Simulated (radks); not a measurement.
All-electron atom: N3+ in [He] 2s2 (the NIST ground configuration).

Method: non-relativistic Kohn-Sham, LDA (Slater exchange, Perdew-Wang correlation), spin-unpolarised, spherical densities, point nucleus; computed with a radial shooting solver on a logarithmic mesh with Libxc functionals.

Energy parts (eV):
part                     energy
total                 -1380.159
kinetic                1374.873
electron-nucleus      -3017.293
Hartree                 391.292
exchange-correlation   -129.031

Orbitals (lengths in bohr, moments of r in powers of bohr):
orbital,occ.,eigenvalue (eV),<r>
1s,2,-447.3068,0.2305
2s,2,-67.7509,1.109
2p,0,-57.1320,1.033
3s,0,-22.2437,2.877
3d,0,-17.2918,2.670

The highest occupied level is 2s at -67.751 eV. The electron density at the nucleus is 209.2 e/bohr^3. Summed over all electrons, <r^2> = 3.037 bohr^2, which gives a Langevin (diamagnetic) susceptibility term of -2.41 x 10^-6 cm^3/mol.
